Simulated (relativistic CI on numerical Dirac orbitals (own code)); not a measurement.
**Radial parameters of Lu²⁹⁺**

Method of calculation: Dirac-Coulomb-Breit CI, orbitals from a KLI potential per configuration, QED by a radiative potential, unscaled Slater integrals (own radial code, finite nucleus).

Slater integrals F^k, G^k are unscaled and averaged over j, outside the closed core [Ar] 3d10; ζ comes from projecting the Hamiltonian with its Breit term on Σ l·s of the shell.

- 4s2 4p6 4d6: F^2(4d,4d) = 216240, F^4(4d,4d) = 147040, ζ(4d) = 44072 cm⁻¹; <r>(4d) = 0.4656, <r^2>(4d) = 0.2478 (bohr units).
- 4s2 4p5 4d7: ζ(4p) = 362670, F^2(4d,4d) = 216190, F^4(4d,4d) = 147000, F^2(4p,4d) = 218600, G^1(4p,4d) = 272780, G^3(4p,4d) = 174210, ζ(4d) = 43902 cm⁻¹; <r>(4p) = 0.4589, <r^2>(4p) = 0.2383, <r>(4d) = 0.4657, <r^2>(4d) = 0.2479 (bohr units).
- 4s2 4p6 4d5 4f: F^2(4d,4d) = 216130, F^4(4d,4d) = 146960, ζ(4d) = 44040, F^2(4d,4f) = 216270, F^4(4d,4f) = 141160, G^1(4d,4f) = 228050, G^3(4d,4f) = 155800, G^5(4d,4f) = 114060, ζ(4f) = 7039.4 cm⁻¹; <r>(4d) = 0.4659, <r^2>(4d) = 0.2481, <r>(4f) = 0.4457, <r^2>(4f) = 0.2262 (bohr units).

Q: Give the Racah parameters of the d shell in 4s2 4p6 4d6.

A: B = F²/49 − 5F⁴/441 = 2746 cm⁻¹ and C = 35F⁴/441 = 11670 cm⁻¹.

Averages of the first 10 configurations, taken without configuration mixing, which lowers the lowest level and can move excited configurations by several eV; other configurations of the list can lie among them:

| Configuration | Parity | States | Average energy above the lowest level (eV) |
| --- | --- | --- | --- |
| 4s2 4p6 4d6 | even | 210 | 26.8 |
| 4s2 4p5 4d7 | odd | 720 | 217.1 |
| 4s2 4p6 4d5 4f | odd | 3528 | 217.1 |
| 4s2 4p4 4d8 | even | 675 | 410.3 |
| 4s 4p6 4d7 | even | 240 | 362.7 |
| 4p6 4d8 | even | 45 | 702.8 |
| 4s 4p6 4d6 4f | odd | 5880 | 551.0 |
| 4s2 4p6 4d5 5s | even | 504 | 382.0 |
| 4s 4p5 4d8 | odd | 540 | 551.6 |
| 4s2 4p6 4d5 5d | even | 2520 | 519.9 |
